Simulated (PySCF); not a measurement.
**Question.** Give a PBE0-D3(BJ)/def2-SVP geometry of Nb(NEt)F3 (`CC[N]=[Nb]([F])([F])[F]`). (Singlet state.)

**Answer.** 
```
atom  x, y, z in Å
Nb1    0.1171    0.0070   -2.1656
N2     0.4550   -0.0024   -0.4701
C3     0.6556   -0.0158    0.9392
C4    -0.6603   -0.0137    1.7012
H5     1.2530   -0.9065    1.2054
H6     1.2645    0.8623    1.2207
H7    -0.4785   -0.0272    2.7861
H8    -1.2472    0.8848    1.4588
H9    -1.2617   -0.8967    1.4386
F10    1.7709   -0.0136   -3.0423
F11   -0.8591    1.5682   -2.5055
F12   -0.8938   -1.5291   -2.5156
```

Orientation and origin are arbitrary. Atoms count from 1 in this order. All 3 F–Nb bonds measure 1.872 Å. Nb1 (niobium bonded to 3 F and N) is tetrahedral (angles from 106.5° to 112.6°).

Bonds between heavy atoms (Å): Nb1–N2 1.729, Nb1–F10 1.872, Nb1–F11 1.872, Nb1–F12 1.872, N2–C3 1.424, C3–C4 1.521.

Level of theory: PySCF, PBE0-D3(BJ)/def2-SVP geometry optimisation, gas phase, def2 core potentials past Kr.

Point group: Cs (tolerance 0.08 Å). No PBE0-D3(BJ)/def2-SVP frequencies stand behind this structure, so it isn't proved a minimum.
